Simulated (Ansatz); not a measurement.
One change: `O=C([SeH])O[SiH3]` becomes `O=[C]([AlH2])O[SiH3]`.

Ansatz, PBE0-D4/def2-TZVP geometries, multiplicity 1. Each molecule was computed in one conformer, which needn't be the lowest.

Scalar relativity is left out up to krypton.

| property | `O=C([SeH])O[SiH3]` |
| --- | --- |
| LUMO energy (ωB97M-V/def2-TZVPP) / eV | 1.45 |
| size of the dipole moment (B3LYP/def2-TZVPP) / D | 2.12 |
| HOMO energy (ωB97M-V/def2-TZVPP) / eV | -9.73 |
| HOMO–LUMO gap (PBE/def2-TZVPP) / eV | 5.00 |
| LUMO energy (B3LYP/def2-TZVPP) / eV | -0.67 |
| HOMO–LUMO gap (PBE0/def2-TZVPP) / eV | 7.14 |

Problem. What does the change do to each property? (An estimate is asked.)

Solution. Ansatz gave: 
```
                                        property  `O=[C]([AlH2])O[SiH3]`  shift
           LUMO energy (ωB97M-V/def2-TZVPP) / eV                   -0.67  -2.12
size of the dipole moment (B3LYP/def2-TZVPP) / D                    1.40  -0.72
           HOMO energy (ωB97M-V/def2-TZVPP) / eV                   -9.91  -0.18
             HOMO–LUMO gap (PBE/def2-TZVPP) / eV                    2.97  -2.03
             LUMO energy (B3LYP/def2-TZVPP) / eV                   -2.63  -1.96
            HOMO–LUMO gap (PBE0/def2-TZVPP) / eV                    5.21  -1.93
```

With PBE0 the HOMO falls by 0.05 eV and the LUMO falls by 1.98 eV, so the gap narrows by about 1.93 eV. PBE moves the HOMO by 0.19 eV and ωB97M-V by -0.18 eV. Dipoles are sizes alone; their direction can turn.

B3LYP here is the variant with VWN-RPA as its local correlation; programs differ in this.
